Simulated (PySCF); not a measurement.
The scaffold allenyl-X carries different groups X. Gas-phase values, no solvent. One relaxed conformer stands for each flexible species; it need not be the lowest. Strings in code marks are SMILES.

The numbers are results of PBE-D3(BJ)/def2-TZVP // PBE0-D3(BJ)/def2-TZVP (PySCF), not measurements. All candidates: neutral, multiplicity 1. Excitations are Tamm–Dancoff values on a coarser integration grid. The basis has no diffuse functions, so Rydberg states are missing or too high.

```yaml
HOMO–LUMO gap: 4.53 eV
HOMO: -6.21 eV
S1 excitation (TDA): 4.68 eV
```

Task: Which member has these values?
(A) `C=C=CC=C`
(B) `C=C=[CH][GeH3]`
(C) `C=C=C[SeH]`
(D) `C=C=CF`

Result: D, `C=C=CF`. The others give `C=C=[CH][GeH3]`: 5.32 eV, -6.31 eV, 5.44 eV; `C=C=C[SeH]`: 3.72 eV, -5.24 eV, 3.88 eV; `C=C=CC=C`: 4.07 eV, -5.69 eV, 4.95 eV
